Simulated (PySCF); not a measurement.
Isomers of C7H15N, mass 113.120 u with the commonest isotopes. Level of theory: PBE0/pcSseg-1 in PySCF (dipole) on a GFN2-xTB geometry, gas phase. One conformer each, none proved a minimum here; rigid rotors.

**Question.** Order these by rotational constant B, smallest first.
A. `[CH2:1]=[N:2][CH2:3][C@@H:4]([CH3:5])[CH2:6][CH2:7][CH3:8]` with C1–N2–C3–C4 -122°, N2–C3–C4–C5 175°, C3–C4–C6–C7 170°, C4–C6–C7–C8 -173°
B. `[H]/[N:8]=[CH:7]/[CH2:6][C@@H:4]([CH:2]([CH3:1])[CH3:3])[CH3:5]` with C1–C2–C4–C5 66°, C2–C4–C6–C7 164°, C4–C6–C7–N8 126°
C. `[CH3:1]/[N:2]=[CH:3]\[CH2:4][C:5]([CH3:6])([CH3:7])[CH3:8]` with N2–C3–C4–C5 106°

**Answer.** B (1013 MHz), A (1045 MHz), C (1199 MHz).

**Question.** Order these by rotational constant A, largest first.
A. `[CH2:1]=[N:2][CH2:3][C@@H:4]([CH3:5])[CH2:6][CH2:7][CH3:8]` with C1–N2–C3–C4 -122°, N2–C3–C4–C5 175°, C3–C4–C6–C7 170°, C4–C6–C7–C8 -173°
B. `[H]/[N:8]=[CH:7]/[CH2:6][C@@H:4]([CH:2]([CH3:1])[CH3:3])[CH3:5]` with C1–C2–C4–C5 66°, C2–C4–C6–C7 164°, C4–C6–C7–N8 126°
C. `[CH3:1]/[N:2]=[CH:3]\[CH2:4][C:5]([CH3:6])([CH3:7])[CH3:8]` with N2–C3–C4–C5 106°

**Answer.** B (4008 MHz), C (3452 MHz), A (2945 MHz).

**Question.** Order these by rotational constant C, smallest first.
A. `[CH2:1]=[N:2][CH2:3][C@@H:4]([CH3:5])[CH2:6][CH2:7][CH3:8]` with C1–N2–C3–C4 -122°, N2–C3–C4–C5 175°, C3–C4–C6–C7 170°, C4–C6–C7–C8 -173°
B. `[CH3:1]/[N:2]=[CH:3]\[CH2:4][C:5]([CH3:6])([CH3:7])[CH3:8]` with N2–C3–C4–C5 106°
C. `[H]/[N:8]=[CH:7]/[CH2:6][C@@H:4]([CH:2]([CH3:1])[CH3:3])[CH3:5]` with C1–C2–C4–C5 66°, C2–C4–C6–C7 164°, C4–C6–C7–N8 126°

**Answer.** A (824.8 MHz), C (966.2 MHz), B (1126 MHz).

```tsv
SMILES	point group	Ia (u·Å²)	Ib (u·Å²)	Ic (u·Å²)	κ	μa (D)	μb (D)	μc (D)
C/N=C\CC(C)(C)C	C1	146.38	421.51	448.77	-0.94	1.46	1.01	0.70
[H]/N=C/C[C@H](C)C(C)C	C1	126.10	498.85	523.06	-0.97	0.67	0.92	1.49
C=NC[C@@H](C)CCC	C1	171.63	483.49	612.75	-0.79	0.90	0.89	0.53
```
